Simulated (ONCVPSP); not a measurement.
**Configuration tests for Rh (ONCV)**

```json
{
  "Element": "rhodium",
  "Generator": "ONCVPSP 4.0.1",
  "Type": "optimised norm-conserving Vanderbilt (ONCV)",
  "Functional": "PBE",
  "Relativity": "scalar-relativistic",
  "Frozen core": "[Ar] 3d10",
  "Valence charge": "17",
  "Reference configuration": "4s2 4p6 4d8 5s0.75 (charge +0.25)",
  "Partial waves": "4s+5s: rc 1.40 bohr, ncon 3, nbas 6, qcut 6.9 1/bohr, 2 projectors; 4p: rc 1.80 bohr, ncon 4, nbas 7, qcut 6.6 1/bohr, 1 projector; 4d: rc 2.10 bohr, ncon 4, nbas 9, qcut 7.2 1/bohr, 2 projectors, debl 3.3 Ha",
  "Local potential": "polynomial inside 1.05 bohr (lpopt 5, dvloc0 1 Ha)",
  "Core correction": "none"
}
```

Energies are relative to the spin-unpolarised reference configuration 4s2 4p6 4d8 5s0.75; without spin polarisation the order of configurations can differ from experiment.

Give the all-electron excitation energy and the error of the potential for: 4s2 4p6 4d8 5s1; 4s2 4p6 4d8 5s0; 4s2 4p6 4d7 5s0; 4s2 4p6 4d7 5s1 5p1.

| valence configuration | charge | ΔE all-electron (eV) | error AE − PS (meV) |
| --- | --- | --- | --- |
| 4s2 4p6 4d8 5s1 | 0 | -1.264 | +0.3 |
| 4s2 4p6 4d8 5s0 | +1 | 6.196 | -0.7 |
| 4s2 4p6 4d7 5s0 | +2 | 25.707 | -0.1 |
| 4s2 4p6 4d7 5s1 5p1 | 0 | 5.355 | +104 |
